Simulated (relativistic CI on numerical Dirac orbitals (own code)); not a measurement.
La31+: q coefficients and field-shift factors

These numbers are calculated, not measured: Dirac-Coulomb-Breit CI, KLI orbitals optimised for each configuration, derivatives by finite differences, unscaled Slater integrals, QED left out (own radial code, finite nucleus).

Configuration list (outside the closed core [Ne]): 3s²3p⁶3d⁸, 3s²3p⁵3d⁹, 3s²3p⁴3d¹⁰, 3s3p⁶3d⁹, 3p⁶3d¹⁰, 3s3p⁵3d¹⁰, 3s²3p⁶3d⁷4s, 3s²3p⁶3d⁷4p. Levels of other configurations are missing.

With x = (α/α₀)² − 1 an excitation energy changes as ω = ω₀ + qx; K = 2q/ω₀ is the relative enhancement. Terms are leading LS components, so labels can repeat. The field-shift factor is F = δν/δ⟨r²⟩ for the transition from the lowest level.

Lowest level 3s²3p⁶3d⁸ ³F4.

| Level | ω₀ (cm⁻¹) | q (cm⁻¹) | K | F (GHz/fm²) |
| --- | --- | --- | --- | --- |
| 3s²3p⁶3d⁸ ¹D2 | 50969 | 43.79 | 0.00172 | 0.000584 |
| 3s²3p⁶3d⁸ ³F3 | 135938 | 143600 | 2.11 | 1.59 |
| 3s²3p⁶3d⁸ ³P0 | 145519 | 21970 | 0.302 | 0.517 |
| 3s²3p⁶3d⁸ ³P2 | 186109 | 148600 | 1.6 | 1.74 |
| 3s²3p⁶3d⁸ ³P1 | 216454 | 147100 | 1.36 | 1.8 |
| 3s²3p⁶3d⁸ ¹G4 | 227739 | 136200 | 1.2 | 1.77 |
| 3s²3p⁶3d⁸ ³F2 | 312177 | 284700 | 1.82 | 3.14 |
| 3s²3p⁶3d⁸ ¹S0 | 456587 | 274100 | 1.2 | 3.39 |
| 3s²3p⁵3d⁹ ³F°4 | 2159114 | 190800 | 0.177 | 8.17 |
| 3s²3p⁵3d⁹ ¹D°2 | 2211343 | 203600 | 0.184 | 8.09 |
| 3s²3p⁵3d⁹ ³D°3 | 2292062 | 228000 | 0.199 | 8.75 |
| 3s²3p⁵3d⁹ ³P°1 | 2358960 | 224200 | 0.19 | 6.89 |
| 3s²3p⁵3d⁹ ³D°2 | 2393408 | 334100 | 0.279 | 9.68 |
| 3s²3p⁵3d⁹ ³P°0 | 2425878 | 343700 | 0.283 | 9.48 |
| 3s²3p⁵3d⁹ ³F°3 | 2445863 | 344800 | 0.282 | 7.69 |
| 3s²3p⁵3d⁹ ³D°1 | 2451568 | 324600 | 0.265 | 8.85 |
| 3s²3p⁵3d⁹ ³P°2 | 2962079 | 973000 | 0.657 | -25.1 |
| 3s²3p⁵3d⁹ ³F°2 | 3009014 | 1.113e+06 | 0.74 | -23 |
| 3s²3p⁵3d⁹ ¹F°3 | 3030130 | 936100 | 0.618 | -22.5 |
| 3s²3p⁵3d⁹ ¹P°1 | 3193740 | 1.121e+06 | 0.702 | -25 |
| 3s3p⁶3d⁹ ³D3 | 4194507 | 1.1e+06 | 0.525 | -1110 |
| 3s3p⁶3d⁹ ³D2 | 4219413 | 1.061e+06 | 0.503 | -1030 |
| 3s3p⁶3d⁹ ³D1 | 4343102 | 1.249e+06 | 0.575 | -1110 |

At this charge energies of transitions that change n are usually good to better than 1 %, and those within a shell (Δn = 0) to a few per cent. Terms inside the open d or f shell come out 10 to 20 % too wide with unscaled integrals.
